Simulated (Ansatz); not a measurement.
`[SiH3][SiH2][GeH3]` + `NC(F)S` → `S[SiH2][SiH2][GeH3]` + `NCF`  (formal exchange of groups at the Si–H bond)

Program: Ansatz. Geometries: PBE0-D4/def2-TZVP. ΔE: electronic, gas phase. CBS: MP2 limit from def2 TZ/QZ plus the TZ coupled-cluster correction, frozen cores. DFT in def2-TZVPP. For Ge outer-core shells are correlated without core-valence functions, which leaves a few kJ/mol of doubt a bond. Scalar relativity is left out up to krypton. One conformer a species, not always the lowest.

| species | r2SCAN-D4 energy (Eh) |
| --- | --- |
| `[SiH3][SiH2][GeH3]` | -2660.73938 |
| `NC(F)S` | -593.26949 |
| `S[SiH2][SiH2][GeH3]` | -3058.95771 |
| `NCF` | -195.09361 |

Task: Work out ΔE.

Result: ΔE = (-3058.95771) + (-195.09361) − (-2660.73938) − (-593.26949) = -0.04245 Eh = -26.6 kcal/mol. CCSD(T)/CBS gives -27.7 kcal/mol.

Largest T1 diagnostic among the species: 0.013.

The D4 term adds −1.0 kcal/mol with B3LYP and −0.6 kcal/mol with PBE0; it sums over pairs of atoms, weighted by their polarisabilities, and B3LYP, whose exchange is more repulsive, gets the larger term. From PBE to PBE0 (25 % exact exchange), in def2-TZVPP and without D4, ΔE moves by −1.0 kcal/mol.

B3LYP here is the variant with VWN-RPA as its local correlation; programs differ in this.
